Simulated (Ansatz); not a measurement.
C2H6FNSi (`C=NC(F)[SiH3]`), 11 atoms. Total charge 0; spin multiplicity 1. All runs use 4 threads of an Arm Neoverse V1 on a shared host. Correlated methods freeze the cores.

(1) Give the basis size and wall time and peak host memory of each of these runs in Ansatz. RKS PBE0-D4/def2-QZVPP energy; RHF-CCSD(T)/def2-TZVPP energy; RKS BHLYP-D4/def2-TZVPP energy; RKS r2SCAN0-D4/def2-TZVPP energy; RKS ωB97M-V/def2-SVP energy; RHF-CCSD(T)/def2-SVP energy; RKS revPBE-D4/def2-TZVPP energy; RKS ωB97M-V/def2-QZVPP energy; RKS PBE-QIDH (frozen core)/def2-TZVPP energy; RKS PBE0-D4/def2-TZVP frequencies; direct RPA on PBE orbitals/def2-TZVPP energy; RHF-MP2/def2-QZVPP energy. (An estimate is asked.)

Results:

(1) Ansatz gave: Other jobs shared the machine, so times are rough.

```csv
level,job,functions,wall time,peak host memory (GiB)
RKS revPBE-D4/def2-TZVPP,energy,250,2.1 s,0.31
RKS BHLYP-D4/def2-TZVPP,energy,250,3 s,0.59
RKS ωB97M-V/def2-SVP,energy,104,4 s,0.31
RKS r2SCAN0-D4/def2-TZVPP,energy,250,4.9 s,0.6
RHF-CCSD(T)/def2-SVP,energy,104,5.5 s,0.48
direct RPA on PBE orbitals/def2-TZVPP,energy,250,5.5 s,0.6
RKS PBE-QIDH (frozen core)/def2-TZVPP,energy,250,6 s,0.65
RKS PBE0-D4/def2-QZVPP,energy,478,8 s,1.6
RKS ωB97M-V/def2-QZVPP,energy,478,20 s,1.9
RHF-MP2/def2-QZVPP,energy,478,23 s,3
RKS PBE0-D4/def2-TZVP,frequencies,197,2.4 min,0.52
RHF-CCSD(T)/def2-TZVPP,energy,250,2.8 min,5.5
```
